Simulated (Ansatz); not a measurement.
HFGe, SMILES `[F][GeH]` (excited triplet) (charge 0, multiplicity 3). This triplet is an excited state, 1.89 eV above the relaxed singlet at the level composite: frozen-core CCSD(T) with HF/cc-pVQZ and the correlation energy extrapolated as X^-3 from cc-pVTZ and cc-pVQZ, plus CCSDT(Q) minus CCSD(T) in cc-pVDZ // PBE0-D3(BJ)/def2-TZVP (Ansatz, an electronic-structure program).

These are PBE/cc-pVTZ // PBE0-D3(BJ)/def2-TZVP (Ansatz) values and carry that method's errors.

Ansatz 0.2 input:
```yaml
crystal:
  periodic: [false, false, false]
  atoms:
    - { symbol: F, position_ang: [1.421842, -0.266748, -0.000004] }
    - { symbol: Ge, position_ang: [-0.08932, 0.606026, -0.000001] }
    - { symbol: H, position_ang: [-1.332522, -0.339279, 0.000005] }
basis:
  gaussian: { orbitals: cc-pVTZ }
hamiltonian:
  xc: pbe
magnetization:
  spin_polarized: true
  initial_magnetization: 2
```

Output:

```
Functional definition: PBE
563 factors; their error is unknown
mean field evaluation 1: about -59238.3877 eV, gradient 2.8e1 eV
mean field evaluation 2: about -59208.3616 eV, gradient 9.5e1 eV
mean field evaluation 4: about -59240.4218 eV, gradient 4.6e0 eV
mean field evaluation 8: about -59240.5122 eV, gradient 6.9e-2 eV
mean field evaluation 16: about -59240.5002 eV, gradient 7.3e-5 eV
mean field -59240.50024003 eV, -2177.0482291677 hartree, gradient 7.3e-5 eV, S^2 2.002348; 0 other end points of the search recorded, 0 dependent functions left out
reference -59240.50027438 eV, -2177.0482304301 hartree; 22, 20 occupied and 65, 67 virtual orbitals, 563 factors
Total energy: -59240.50027438 eV, -2177.0482304301 hartree
```
